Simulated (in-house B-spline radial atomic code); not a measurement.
Ionisation energies along the 36-electron series, configuration [Ar] 3d10 4s2 4p6, as differences of self-consistent energies. NIST's values go from ground level to ground level; the uncertainty of those that are theory runs from under 0.1 % in few-electron ions to several per cent in heavy many-electron ones. Computed with a radial B-spline atomic code at the basis-set limit: non-relativistic Hartree-Fock, average of the configuration, point nuclei.

This level leaves out relativity, spin-orbit splitting included, which matters for heavy ions.

| ion | configuration after | ionisation energy (eV) | IE/(q+1)² (eV) | -ε less Coulomb ΔSCF (eV) | tabulated value (eV) | computed minus tabulated (eV) |
| --- | --- | --- | --- | --- | --- | --- |
| Kr | [Ar] 3d10 4s2 4p5 | 13.27 | 13.268 | 0.99603 | 13.99961 | -0.73 |
| Rb+ | [Ar] 3d10 4s2 4p5 | 26.56 | 6.639 | 0.8895 | 27.28954 | -0.73 |
| Sr2+ | [Ar] 3d10 4s2 4p5 | 42.13 | 4.6814 | 0.82313 | 42.88353 | -0.75 |
| Zr4+ | [Ar] 3d10 4s2 4p5 | ? | ? | ? | ? | ? |
| Nb5+ | [Ar] 3d10 4s2 4p5 | ? | ? | ? | ? | ? |
| Mo6+ | [Ar] 3d10 4s2 4p5 | ? | ? | ? | ? | ? |
| Tc7+ | [Ar] 3d10 4s2 4p5 | 150.26 | 2.3478 | 0.68809 | 150 | 0.26 |
| Ru8+ | [Ar] 3d10 4s2 4p5 | 177.55 | 2.192 | 0.67673 | 178.41 | -0.86 |
| Rh9+ | [Ar] 3d10 4s2 4p5 | 206.66 | 2.0666 | 0.66767 | 207.51 | -0.85 |
| Pd10+ | [Ar] 3d10 4s2 4p5 | 237.58 | 1.9635 | 0.66037 | 238.57 | -0.99 |
| Ag11+ | [Ar] 3d10 4s2 4p5 | 270.29 | 1.877 | 0.65446 | 271.46 | -1.17 |

(1) Fill in the row of Zr4+.

(2) Fill in the row of Nb5+.

(3) Fill in the row of Mo6+.

(4) How far is this level of theory from the measured and semi-empirical values?

Results:

(1) ionisation energy (eV): 79.56; IE/(q+1)² (eV): 3.1822; -ε less Coulomb ΔSCF (eV): 0.74526; tabulated value (eV): 80.348; computed minus tabulated (eV): -0.79.

(2) ionisation energy (eV): 101.23; IE/(q+1)² (eV): 2.812; -ε less Coulomb ΔSCF (eV): 0.721; tabulated value (eV): 102.069; computed minus tabulated (eV): -0.84.

(3) ionisation energy (eV): 124.81; IE/(q+1)² (eV): 2.5472; -ε less Coulomb ΔSCF (eV): 0.70249; tabulated value (eV): 125.638; computed minus tabulated (eV): -0.83.

(4) Over those 10 rows the differences run from -1.17 to -0.732 eV (mean absolute value 0.85 eV). The calculation leaves out relativity, correlation and, in open shells, the multiplet splittings that an average leaves out.
